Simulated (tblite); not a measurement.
Isomers of [C6H10OP]+ (charge +1). Computed with GFN2-xTB (tblite): harmonic, unscaled wavenumbers at the GFN2-xTB geometry, gas phase. This tight-binding method is rough: wavenumbers can miss measured ones by several per cent, in bad cases by 10 to 20. Modes of hydrogen on phosphorus can be 10 to 20 % off. One conformer each.

Electronic energies: GFN2-xTB at the same geometries; isomer energies are rough at this level and their order can be wrong.

```csv
SMILES,"electronic energy, lowest = 0 (kcal/mol)"
CC[PH2+]c1ccoc1,0.0
C#C[PH+]1CCOCC1,36.0
CC(=O)C[P@H+]1C=C1C,49.9
```

Question: How do GFN2-xTB zero-point energies change the relative energies?

Answer: 
```tsv
SMILES	ZPE (kcal/mol)	of it from modes above 1550 cm⁻¹	electronic (kcal/mol)	with ZPE, lowest = 0 (kcal/mol)	lowest mode (cm⁻¹)	rings
CC[PH2+]c1ccoc1	89.0	42.0	0.0	0.0	25	1
C#C[PH+]1CCOCC1	89.4	45.3	36.0	36.4	59	1
CC(=O)C[P@H+]1C=C1C	86.8	47.2	49.9	47.7	41	1
```

The zero-point energies span 2.6 kcal/mol, from `CC(=O)C[P@H+]1C=C1C` to `C#C[PH+]1CCOCC1`. The order is unchanged.
